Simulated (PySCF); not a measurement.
Computed shifts of a molecule C2H6BFO2, PBE/pcSseg-1 run with PySCF, GIAO, gas phase, equivalent atoms averaged, in ppm (number of nuclei): ¹³C: 83.3 (1), 57.7 (1). ¹⁹F: -314.6 (1). ¹H: 6.08 (1), 4.92 (2), 4.49 (3). References: ¹³C against TMS (σ = 182.0 ppm); ¹⁷O against H2O (σ = 334.3 ppm); ¹¹B against BF3 (σ = 83.9 ppm); ¹⁹F against CFCl3 (σ = 133.6 ppm); ¹H against TMS (σ = 31.49 ppm), references at their B3LYP-D3(BJ)/def2-TZVP geometries, non-relativistic. Geometry: PBE-D3(BJ)/def2-SVP. One conformer was computed; it need not be the lowest.

### Question
Pick the molecule that these values belong to.
A) COB(O)CF
B) COCB(O)F
C) C[C@@H](O)B(O)F
D) OCB(F)CO

### Answer
A, COB(O)CF
